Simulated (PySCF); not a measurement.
# How many f electrons in NdS?

Unrestricted PBE0; PySCF, spin-free X2C with a Gaussian nucleus, basis sets Nd x2c-TZVPall, S x2c-TZVPall. The search starts from ions with several 4f fillings and holds each by maximum overlap.

The lowest solution has 2Ms+1 = 5, about 3.6 4f electrons, near 2.36 Å.

The lowest solution of each spin and filling, followed along the bond (rough minima from three points):

```csv
2Ms+1,4f population,⟨S²⟩ at the start,R at minimum (Å),Te (eV)
5,3.64,6.03,2.36,0.00
5,3.20,6.03,2.31,0.32
3,3.18,3.02,2.30,0.35
3,3.65,3.01,2.39,1.36
```

Solutions at the starting distance of 2.337 Å, counted from the lowest; the search is not exhaustive:

| 2Ms+1 | 4f population | E (eV) | ⟨S²⟩ | ⟨Lz²⟩ | μ (D) |
| --- | --- | --- | --- | --- | --- |
| 5 | 3.64 | 0.00 | 6.03 | 12.4 | -7.09 |
| 5 | 3.51 | 0.11 | 6.02 | 10.9 | -7.22 |
| 5 | 3.74 | 0.17 | 6.03 | 13.1 | -7.61 |
| 5 | 3.86 | 0.23 | 6.03 | 9.0 | -7.96 |
| 5 | 3.95 | 0.32 | 6.01 | 12.4 | -8.95 |
| 5 | 3.20 | 0.32 | 6.03 | 9.0 | -6.04 |
| 3 | 3.18 | 0.36 | 3.02 | 12.1 | -5.72 |
| 3 | 3.15 | 0.52 | 3.01 | 9.0 | -5.82 |
| 5 | 3.13 | 0.96 | 6.02 | 15.8 | -8.43 |
| 5 | 3.14 | 0.97 | 6.03 | 15.6 | -8.54 |
| 3 | 3.15 | 1.28 | 2.98 | 14.7 | -8.30 |
| 3 | 3.65 | 1.38 | 3.01 | 14.0 | -7.35 |
| 3 | 3.56 | 1.40 | 2.99 | 13.1 | -6.90 |
| 7 | 4.01 | 2.13 | 12.01 | 12.5 | -3.13 |

Partly filled real f orbitals mix terms, so no term symbols are given. A population far from a whole number shows f orbitals mixing with d and ligand orbitals, not a clean configuration. A positive dipole means Nd(−)S(+).

Spin–orbit coupling is left out. Counting both spins, an empty level lies below a filled one in some of these solutions, because spin and occupation are held. With d or f electrons several states lie close, and the lowest PBE0 determinant need not be the measured ground state.
